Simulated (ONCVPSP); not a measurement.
Configuration tests for scandium (ONCV)

ONCVPSP 4.0.1 input, shortened (lines: element, Z, core and valence counts, functional; n l f; lmax; l rc ep ncon nbas qcut; lloc lpopt rc5 dvloc0; l nproj debl; icmod fcfact rcfact), PBE, scalar-relativistic:

```
  Sc 21.00    3    5        4      upf
    1    0    2.00
    2    0    2.00
    2    1    6.00
    3    0    2.00
    3    1    6.00
    3    2    1.00
    4    0    1.00
    4    1    1.00
    2
    0    2.10    0.00    4    7    5.70
    1    2.05    0.00    3    7    6.00
    2    2.20    0.00    5   10    7.80
    4    1    1.90   -1.00
    0    2    3.50
    1    2    0.90
    2    2    3.10
    1    0.70    0.00
```

Energies are relative to the spin-unpolarised reference configuration 3s2 3p6 3d1 4s1 4p1; without spin polarisation the order of configurations can differ from experiment.

Problem. Give the all-electron excitation energy and the error of the potential for: 3s2 3p6 3d1 4s2 4p0; 3s2 3p6 3d1 4s1 4p0; 3s2 3p6 3d1 4s0 4p0; 3s2 3p5 3d1 4s2 4p0.

Solution.

```tsv
valence configuration	charge	ΔE all-electron (eV)	error AE − PS (meV)
3s2 3p6 3d1 4s2 4p0	0	-2.779	-0.4
3s2 3p6 3d1 4s1 4p0	+1	4.118	-0.2
3s2 3p6 3d1 4s0 4p0	+2	16.885	-3.1
3s2 3p5 3d1 4s2 4p0	+1	37.398	+46
```

Levels in the configuration 3s2 3p6 3d1 4s1 4p0:

```tsv
level	all-electron (eV)	pseudo (eV)
3s	-62.037	-62.041
3p	-40.620	-40.623
3d	-9.968	-9.970
4s	-9.728	-9.728
```
